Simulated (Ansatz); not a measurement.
Consider the substitution at a C–Si bond: `C[SiH2]C(F)F` + `C[NH][Al]([OH])[OH]` → `C[N](C)[Al]([OH])[OH]` + `FC(F)[SiH3]`.

Computed with Ansatz on PBE0-D4/def2-TZVP structures; ΔE is electronic, products minus reactants. CCSD(T)/CBS is the MP2 limit (def2-TZVPP, def2-QZVPP) plus CCSD(T) − MP2 in def2-TZVPP, frozen cores. One conformer a species, not always the lowest.

| species | CCSD(T)/def2-TZVPP energy (Eh) |
| --- | --- |
| `C[SiH2]C(F)F` | -568.20749 |
| `C[NH][Al]([OH])[OH]` | -488.73457 |
| `C[N](C)[Al]([OH])[OH]` | -527.96420 |
| `FC(F)[SiH3]` | -528.95052 |

Q: Work out ΔE.

A: ΔE = (-527.96420) + (-528.95052) − (-568.20749) − (-488.73457) = 0.02734 Eh = +0.74 eV. CCSD(T)/CBS gives +0.78 eV.

Largest T1 diagnostic among the species: 0.012.
